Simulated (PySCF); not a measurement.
Method: PBE0-D3(BJ)/def2-TZVP // PBE-D3(BJ)/def2-SVP (PySCF 2.14.0). All species are isolated molecules in the gas phase. One relaxed conformer stands for a flexible species; it need not be the lowest. Excitations are Tamm–Dancoff values on a coarser integration grid. The basis has no diffuse functions, so Rydberg states are missing or too high.

Reference species (SMILES): `[SiH3][SiH2][GeH2][SiH2][GeH2][SiH3]` (neutral, multiplicity 1).

```
Quantity                                       Value
-------------------------------------------  -------
brightest of the four lowest singlets (TDA)  5.68 eV
T1 excitation (TDA)                          4.73 eV
```

Changed species: `[SiH3][SiH2][GeH2][SiH3]` (Si–Si–Ge–Si torsion 179°) (n = 1; the reference has n = 2).

Q: Predict the effect on the brightest of the four lowest singlets (TDA) and T1 excitation (TDA).

A: the brightest of the four lowest singlets (TDA) increases by 0.71 eV, to 6.39 eV; the T1 excitation (TDA) increases by 0.52 eV, to 5.25 eV.
